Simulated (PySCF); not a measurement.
ethynylcyclopropane (C5H6), SMILES C(C1CC1)#C. Atoms are numbered in the order given.

```xyz
11

C      2.2808     0.1827     0.0000
C      1.1189    -0.1647     0.0000
C     -0.2622    -0.5755     0.0000
C     -1.3038     0.2396     0.7492
C     -1.3038     0.2396    -0.7492
H      3.3094     0.4886     0.0000
H     -0.4117    -1.6610     0.0000
H     -0.9526     1.1362     1.2655
H     -2.0858    -0.3146     1.2749
H     -2.0858    -0.3146    -1.2749
H     -0.9526     1.1362    -1.2655
```

Coordinates come from a B3LYP-D3(BJ)/def2-SVP optimisation.

All values below come from TDA-PBE/def2-SVPD run with PySCF.

Vertical excitations.  State labels are in the subgroup Cs.

```json
[
 {"state": "S1", "symmetry": "A\"", "energy (eV)": "5.88", "λ (nm)": "211", "f": "0.004", "main pairs": "HOMO→LUMO 99 %"},
 {"state": "S2", "symmetry": "A'", "energy (eV)": "6.32", "λ (nm)": "196", "f": "0.006", "main pairs": "HOMO−1→LUMO 59 %, HOMO→LUMO+1 40 %"},
 {"state": "S3", "symmetry": "A\"", "energy (eV)": "6.57", "λ (nm)": "189", "f": "0.020", "main pairs": "HOMO−1→LUMO+1 50 %, HOMO→LUMO+2 49 %"},
 {"state": "S4", "symmetry": "A\"", "energy (eV)": "6.66", "λ (nm)": "186", "f": "0.011", "main pairs": "HOMO→LUMO+2 51 %, HOMO−1→LUMO+1 47 %"},
 {"state": "S5", "symmetry": "A\"", "energy (eV)": "6.90", "λ (nm)": "180", "f": "0.005", "main pairs": "HOMO→LUMO+3 98 %"},
 {"state": "S6", "symmetry": "A'", "energy (eV)": "6.93", "λ (nm)": "179", "f": "0.097", "main pairs": "HOMO−1→LUMO+2 65 %, HOMO→LUMO+1 17 %"},
 {"state": "S7", "symmetry": "A'", "energy (eV)": "7.08", "λ (nm)": "175", "f": "0.004", "main pairs": "HOMO→LUMO+4 89 %"},
 {"state": "S8", "symmetry": "A\"", "energy (eV)": "7.10", "λ (nm)": "175", "f": "0.003", "main pairs": "HOMO→LUMO+5 99 %"},
 {"state": "S9", "symmetry": "A'", "energy (eV)": "7.26", "λ (nm)": "171", "f": "0.043", "main pairs": "HOMO−1→LUMO+3 79 %"},
 {"state": "S10", "symmetry": "A'", "energy (eV)": "7.47", "λ (nm)": "166", "f": "0.036", "main pairs": "HOMO−1→LUMO+5 85 %"},
 {"state": "T1", "symmetry": "A'", "energy (eV)": "5.15", "λ (nm)": "241", "f": "0", "main pairs": "HOMO→LUMO+1 65 %, HOMO−1→LUMO 25 %"},
 {"state": "T2", "symmetry": "A\"", "energy (eV)": "5.46", "λ (nm)": "227", "f": "0", "main pairs": "HOMO→LUMO 79 %, HOMO−1→LUMO+1 16 %"},
 {"state": "T3", "symmetry": "A'", "energy (eV)": "5.58", "λ (nm)": "222", "f": "0", "main pairs": "HOMO−1→LUMO 60 %, HOMO→LUMO+1 31 %"},
 {"state": "T4", "symmetry": "A\"", "energy (eV)": "6.18", "λ (nm)": "200", "f": "0", "main pairs": "HOMO−1→LUMO+1 64 %, HOMO→LUMO 20 %, HOMO→LUMO+2 13 %"}
]
```
Triplets are in the Tamm–Dancoff approximation.
